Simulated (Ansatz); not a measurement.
Mulliken charges of `[O]=[Mo]([F])([F])([F])[Cl]` from ωB97M-V/def2-TZVPP in Ansatz (PBE0-D4/def2-TZVP geometry).

| atom | x (Å) | y (Å) | z (Å) | charge (e) |
| --- | --- | --- | --- | --- |
| O1 | -0.844 | 0.016 | -1.488 | -0.375 |
| Mo2 | -0.015 | -0.063 | -0.077 | 1.561 |
| F3 | -1.282 | -0.623 | 1.129 | -0.330 |
| F4 | 0.659 | -1.762 | 0.101 | -0.343 |
| F5 | 1.699 | 0.382 | -0.566 | -0.330 |
| Cl6 | -0.175 | 1.986 | 0.856 | -0.182 |

Question: By hand: the dipole of these point charges (1 e Å = 4.8032 D).

Answer: Σ q r = (-0.039, 0.218, 0.062) e Å, of length 0.230 e Å = 1.10 D.

Question: How does the dipole of the full density compare? (Best estimate.)

Answer: Computed: (-0.033, 0.102, 0.002) e Å, 0.52 D; the point charges give 2.12 times that, at 16° from its direction.

Point charges leave out the atoms' own dipoles, such as those of lone pairs, and Mulliken's split depends on the basis, so the two needn't agree.
